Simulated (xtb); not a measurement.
H₅Si₂, doublet, at the geometry of the source list, atoms displaced at random by about 0.1 Å a coordinate. Base run: GFN2-xTB (xtb 6.7.1).

Input for xtb:
```
$ xtb mol.xyz --gfn 2 --uhf 1 --opt --json

# file mol.xyz
7

Si     1.29719297    -0.12050585     0.14274955
Si    -0.94931719     0.06333529     0.04258257
H      2.18882228     0.86945076    -0.08134286
H      1.86596400    -1.31858340    -0.07792516
H     -1.67501840    -0.43580101     1.33927239
H     -1.25904782     1.50875757    -0.29978068
H     -1.55487423    -0.69775798    -0.97737961
```

The base run was repeated with changes; each row names its change, and settings that it needs were set with it.

| change | ΔE vs base (µEh) | optimiser steps |
|---|---|---|
| base | 0.0 | 20 |
| engine = inertial | 522 | - |
| opt level = vtight | -1.0 | 25 |
| opt level = loose | 495 | 5 |
| opt level = sloppy | 526 | 4 |
| opt level = extreme | -1.0 | 25 |
| alpb = ether | -2187 | 21 |
| engine = lbfgs | 1.2 | - |
| opt level = crude | 526 | 4 |
| alpb = benzene | 213 | 21 |
